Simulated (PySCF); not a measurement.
**Unknown compound**

An unknown has the formula C4H10P2Si. Its calculated NMR data are:

1H NMR (500 MHz, computed): δ 6.64 (m, 1H), 5.50 (m, 1H), 5.04 (m, 1H), 4.07 (m, 3H), 3.93 (m, 2H), 2.89 (m, 2H).

13C{1H} NMR (computed): δ 146.0 (CH), 127.0 (CH2), 43.0 (CH2), 25.4 (CH2).

Fast rotation and ring inversion assumed for equivalent nuclei, non-relativistic, no solvent, a single conformation. GIAO PBE0/pcSseg-1 shieldings; geometry from GFN2-xTB; PySCF 2.14.

References, each an isolated molecule treated in the same way: 1H (31.72 ppm) and 13C (186.93 ppm) against TMS.

What is the structure?

Answers


4 carbon signals for 4 carbons: no two carbons are equivalent. Carbon types of the structure: 1 × CH, 3 × CH2, leaving 3 H on heteroatoms. δC 146.0: alkene CH; as expected for a trigonal carbon in a double bond. δC 127.0: terminal =CH2 carbon; the olefinic region. δC 43.0: allylic sp3 CH2 bonded to P. δC 25.4: sp3 CH2 bonded to P and Si. δH 6.64: hydrogen on an alkene CH; a vinylic proton, deshielded by the sp2 carbon and the C=C anisotropy. δH 5.50, 5.04: hydrogen on a terminal =CH2 carbon; olefinic region. δH 3.93: hydrogen on an allylic sp3 CH2 bonded to P.

The compound is `C=CC/P=P/C[SiH3]`.

The shifts were computed for this structure.

Splittings by 31P in the carbon and heteronuclear signals aren't shown, as no couplings were computed. Shifts are as computed. Against solution values, carbons near 30 ppm lie about +3 ppm off and those near 130 ppm about +5 ppm. Of 1211 compounds with measured shifts, 218 miss one by over three times the rms of a fit or turn the order of signals round; such compounds aren't used in these exercises. Multiplicities follow the n + 1 count of equivalent neighbours, as no J values were calculated; m marks all less simple cases, F and P coupling included.
